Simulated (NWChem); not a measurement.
Lowest excitation of Cl2Sn

```
Sn
Cl 1 2.4118
Cl 1 2.4118 2 100.13
```
Charge 0, spin multiplicity 1.

Everything below was run with NWChem. The geometry was optimised at PBE/def2-SVP with def2 effective core potentials on Sn, a minimum by its harmonic frequencies.

Basis set: def2-SVPD.

| method | lowest vertical singlet excitation energy (eV) | relative cost | difference from EOM-CCSD |
|---|---|---|---|
| TD-PBE | 3.48 | 1 | -0.50 |
| CIS | 4.37 | under 3 | +0.40 |
| EOM-CCSD | 3.97 | under 3 | 0.00 |
| TD-PBE0 | 3.79 | under 3 | -0.19 |
| TD-B3LYP | 3.67 | under 3 | -0.30 |

The values span 0.89 eV, from TD-PBE (lowest) to CIS (highest). Costs are rough ratios of processor time within this set of runs, SCF included, with TD-PBE as 1.

Effective core potentials replace the inner electrons of Sn; spin-orbit coupling is left out. The correlated methods keep 14 core orbitals frozen. B3LYP has NWChem's definition, with VWN1-RPA local correlation. The structure started from a generated list of species. No row is a measurement; the coupled-cluster row has its own basis-set and correlation limits.
